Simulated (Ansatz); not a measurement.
Basis sets compared for SbH2(SMe) (CH5SSb). The state is a singlet with charge 0. Geometry PBE-D4/def2-TZVP. Ansatz on 4 threads of Arm Neoverse V1 on a shared host; times are rough, and most runs start from earlier orbitals.

```xyz
8

Sb    0.024    1.781    0.424
H     1.425    2.509   -0.285
H    -0.985    2.729   -0.609
S     0.006   -0.170   -1.051
C    -0.101   -1.494    0.207
H     0.786   -1.515    0.853
H    -0.147   -2.437   -0.355
H    -1.008   -1.404    0.817
```

In the def2 sets Sb takes a core potential; there is no spin–orbit coupling.

Binding counts from free atoms (Sb quartet, H doublet, S triplet, C triplet) in the same basis, without a counterpoise term.

```tsv
level	functions	energy (Eh)	HOMO (eV)	LUMO (eV)	binding per atom (eV)	wall time
PBE-D4/def2-SVP	83	-679.1610	-5.30	-1.70	3.11	0.6 s
PBE0-D4/def2-SVP	83	-679.2152	-6.56	-0.95	3.05	0.9 s
```

Question: Estimate the rows for PBE-D4/def2-TZVP, PBE0-D4/def2-TZVP.

Answer: 
| level | functions | energy (Eh) | HOMO (eV) | LUMO (eV) | binding per atom (eV) | wall time |
| --- | --- | --- | --- | --- | --- | --- |
| PBE-D4/def2-TZVP | 148 | -679.3586 | -5.48 | -1.90 | 3.13 | 1.1 s |
| PBE0-D4/def2-TZVP | 148 | -679.4089 | -6.69 | -1.14 | 3.07 | 1.5 s |
